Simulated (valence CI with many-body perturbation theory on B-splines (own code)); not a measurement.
**E1 transitions of Ta⁶⁵⁺**

Calculated by relativistic CI+MBPT: six valence electrons over a frozen Dirac-Fock core [He], radial functions for each j: 9 s, 9 p, 8 d, 6 f, 3 g, 1 h, with the one-electron correlation potential Σ1, the two-electron term Σ2, the three-electron term Σ3, Breit, model QED; selected CI, second order for the rest, scaled by the run's own slope (own B-spline code, finite nucleus).

The last digits are not significant, and no measured levels were compared; by estimate large intervals hold to a few tenths of a per cent, small ones and those within an open d or f shell to about a per cent. Among the levels kept, up to 2300 cm⁻¹ of a level comes from second order outside the variational space, and about a tenth of that is noise between levels of different J, which matters for small intervals.

Lines 1 to 50 of 211 in falling wavelength, among levels below 10280 eV, chosen from the strongest by gf and those to the six lowest levels. Wavelengths and rates use the calculated energies. Electric multipoles are in the length gauge with retardation, E1 and E2 with the static RPA response of the core. Weak lines are less certain than strong ones. Lines between different terms over intervals too small for the method are left out, as are lines whose strength nearly cancels. The highest levels of a list are the least certain.

Levels are named by their leading jj configuration (3d3/2^4 stands for four electrons in 3d with j = 3/2), which in mixed levels can hold well under half, so a name can repeat and another be missing. Letters in brackets count levels of one name in rising energy.

```csv
λ vac (nm),Upper,Lower,A (s⁻¹),log gf,Branch %
14.30,(2s 2p1/2^2 2p3/2^2 3p1/2) J=1 [b],(2s 2p1/2^2 2p3/2^2 3s) J=0,1.92e+09,-1.75,0.0
12.69,(2s 2p1/2^2 2p3/2^2 3p1/2) J=2 [a],(2s 2p1/2^2 2p3/2^2 3s) J=2 [a],1.86e+09,-1.65,0.0
12.51,(2s 2p1/2^2 2p3/2^2 3p1/2) J=3,(2s 2p1/2^2 2p3/2^2 3s) J=2 [a],5.16e+09,-1.07,0.0
12.39,(2s^2 2p1/2 2p3/2^2 3p1/2) J=2 [a],(2s^2 2p1/2 2p3/2^2 3s) J=3,1.69e+09,-1.71,0.1
11.45,(2s^2 2p1/2 2p3/2^2 3p1/2) J=3,(2s^2 2p1/2 2p3/2^2 3s) J=2 [b],6.80e+09,-1.03,0.4
11.17,(2s 2p1/2^2 2p3/2^2 3p1/2) J=1 [a],(2s 2p1/2^2 2p3/2^2 3s) J=2 [b],9.66e+09,-1.27,0.0
11.11,(2s^2 2p1/2 2p3/2^2 3p1/2) J=1 [b],(2s^2 2p1/2 2p3/2^2 3s) J=1 [b],9.06e+09,-1.30,0.6
11.08,(2s^2 2p1/2^2 2p3/2 3p1/2) J=2,(2s^2 2p1/2^2 2p3/2 3s) J=1,6.91e+09,-1.20,0.3
11.02,(2s^2 2p1/2 2p3/2^2 3p1/2) J=2 [a],(2s^2 2p1/2 2p3/2^2 3s) J=1 [a],5.37e+09,-1.31,0.4
10.95,(2s 2p1/2^2 2p3/2^2 3p1/2) J=2 [b],(2s 2p1/2^2 2p3/2^2 3s) J=2 [b],6.65e+09,-1.22,0.0
10.78,(2s^2 2p1/2 2p3/2^2 3p1/2) J=1 [b],(2s^2 2p1/2 2p3/2^2 3s) J=0,5.06e+09,-1.58,0.3
10.65,(2s^2 2p1/2 2p3/2^2 3p1/2) J=1 [a],(2s^2 2p1/2 2p3/2^2 3s) J=2 [a],1.28e+10,-1.18,1.8
10.61,(2s^2 2p1/2 2p3/2^2 3p1/2) J=3,(2s^2 2p1/2 2p3/2^2 3s) J=3,7.07e+09,-1.08,0.4
10.39,(2s^2 2p1/2^2 2p3/2 3p1/2) J=1,(2s^2 2p1/2^2 2p3/2 3s) J=2,1.42e+10,-1.16,1.0
10.33,(2s 2p1/2^2 2p3/2^2 3p1/2) J=2 [b],(2s 2p1/2^2 2p3/2^2 3s) J=1 [b],8.29e+09,-1.18,0.0
10.26,(2s^2 2p1/2^2 2p3/2 3p1/2) J=2,(2s^2 2p1/2^2 2p3/2 3s) J=2,9.28e+09,-1.14,0.4
9.991,(2s 2p1/2^2 2p3/2^2 3p1/2) J=1 [b],(2s 2p1/2^2 2p3/2^2 3s) J=1 [a],1.24e+10,-1.25,0.0
9.956,(2s^2 2p1/2 2p3/2^2 3p1/2) J=2 [a],(2s^2 2p1/2 2p3/2^2 3s) J=2 [a],8.13e+09,-1.22,0.6
9.919,(2s 2p1/2^2 2p3/2^2 3p1/2) J=0,(2s 2p1/2^2 2p3/2^2 3s) J=1 [a],1.94e+10,-1.54,0.2
9.751,(2s^2 2p1/2^2 2p3/2 3d3/2) J=3,(2s^2 2p1/2^2 2p3/2 3p3/2) J=3,3.10e+09,-1.51,0.0
9.706,(2s 2p1/2^2 2p3/2^2 3p1/2) J=2 [a],(2s 2p1/2^2 2p3/2^2 3s) J=3,1.68e+10,-0.93,0.0
9.603,(2s 2p1/2^2 2p3/2^2 3p1/2) J=3,(2s 2p1/2^2 2p3/2^2 3s) J=3,1.05e+10,-0.99,0.0
8.424,(2s^2 2p1/2 2p3/2^2 3p1/2) J=2 [b],(2s^2 2p1/2 2p3/2^2 3s) J=2 [b],6.88e+09,-1.44,0.3
7.957,(2s^2 2p1/2 2p3/2^2 3p1/2) J=2 [b],(2s^2 2p1/2 2p3/2^2 3s) J=3,2.46e+10,-0.93,0.9
7.818,(2s^2 2p1/2 2p3/2^2 3p1/2) J=0,(2s^2 2p1/2 2p3/2^2 3s) J=1 [b],4.38e+10,-1.40,1.7
7.366,(2s^2 2p1/2 2p3/2^2 3p1/2) J=2 [b],(2s^2 2p1/2 2p3/2^2 3s) J=1 [a],6.27e+09,-1.59,0.2
6.876,(2s^2 2p1/2 2p3/2^2 3p1/2) J=2 [b],(2s^2 2p1/2 2p3/2^2 3s) J=2 [a],5.79e+09,-1.69,0.2
6.257,(2s^2 2p1/2^2 2p3/2 3d5/2) J=2,(2s^2 2p1/2^2 2p3/2 3p3/2) J=2,2.59e+10,-1.12,0.0
6.185,(2s^2 2p1/2^2 2p3/2 3d5/2) J=1,(2s^2 2p1/2^2 2p3/2 3p3/2) J=0,3.82e+10,-1.18,0.0
5.799,(2s^2 2p1/2^2 2p3/2 3d5/2) J=3,(2s^2 2p1/2^2 2p3/2 3p3/2) J=2,7.54e+10,-0.57,0.0
5.755,(2s^2 2p1/2^2 2p3/2 3d5/2) J=4,(2s^2 2p1/2^2 2p3/2 3p3/2) J=3,9.31e+10,-0.38,58.4
5.473,(2s^2 2p1/2^2 2p3/2 3d5/2) J=2,(2s^2 2p1/2^2 2p3/2 3p3/2) J=1,6.58e+10,-0.83,0.0
5.109,(2s^2 2p1/2^2 2p3/2 3d5/2) J=3,(2s^2 2p1/2^2 2p3/2 3p3/2) J=3,2.16e+10,-1.23,0.0
4.868,(2s^2 2p1/2^2 2p3/2 3d5/2) J=1,(2s^2 2p1/2^2 2p3/2 3p3/2) J=1,7.00e+10,-1.13,0.0
3.926,(2s 2p1/2^2 2p3/2^2 3s) J=3,(2s^2 2p1/2 2p3/2^2 3s) J=3,1.05e+10,-1.77,0.0
3.780,(2s 2p1/2^2 2p3/2^2 3p1/2) J=3,(2s^2 2p1/2 2p3/2^2 3p1/2) J=3,1.38e+10,-1.68,0.0
3.610,(2s 2p1/2^2 2p3/2^2 3p1/2) J=2 [a],(2s^2 2p1/2 2p3/2^2 3p1/2) J=2 [a],1.87e+10,-1.74,0.0
3.595,(2s 2p1/2^2 2p3/2^2 3p1/2) J=3,(2s^2 2p1/2 2p3/2^2 3p1/2) J=2 [a],1.27e+10,-1.76,0.0
3.527,(2s 2p1/2^2 2p3/2^2 3p1/2) J=2 [a],(2s^2 2p1/2 2p3/2^2 3p1/2) J=1 [a],2.97e+10,-1.56,0.0
3.262,(2s 2p1/2^2 2p3/2^3) J=2,(2s^2 2p1/2 2p3/2^3) J=2,3.89e+10,-1.51,0.4
3.252,(2s 2p1/2^2 2p3/2^2 3p1/2) J=0,(2s^2 2p1/2 2p3/2^2 3p1/2) J=1 [b],9.96e+10,-1.80,0.8
3.108,(2s 2p1/2^2 2p3/2^3) J=2,(2s^2 2p1/2 2p3/2^3) J=1,4.71e+10,-1.47,0.5
3.060,(2s 2p1/2 2p3/2^4) J=1,(2s^2 2p3/2^4) J=0,5.57e+10,-1.63,0.3
2.865,(2s 2p1/2^2 2p3/2^2 3p1/2) J=2 [b],(2s^2 2p1/2 2p3/2^2 3p1/2) J=3,6.78e+10,-1.38,0.0
2.842,(2s 2p1/2^2 2p3/2^2 3s) J=2 [b],(2s^2 2p1/2 2p3/2^2 3s) J=3,3.45e+10,-1.68,0.1
2.681,(2s 2p1/2^2 2p3/2^3) J=1,(2s^2 2p1/2 2p3/2^3) J=2,1.12e+11,-1.44,0.5
2.675,(2s^2 2p1/2 2p3/2^2 3p3/2) J=3 [a],(2s^2 2p1/2 2p3/2^2 3s) J=2 [b],2.27e+10,-1.77,0.8
2.641,(2p1/2^2 2p3/2^4) J=0,(2s 2p1/2 2p3/2^4) J=1,3.95e+11,-1.38,1.1
2.601,(2s^2 2p1/2 2p3/2^2 3p3/2) J=2 [a],(2s^2 2p1/2 2p3/2^2 3s) J=3,3.81e+10,-1.71,0.4
2.593,(2s^2 2p1/2 2p3/2^2 3p3/2) J=1 [b],(2s^2 2p1/2 2p3/2^2 3s) J=0,7.48e+10,-1.65,0.7
```
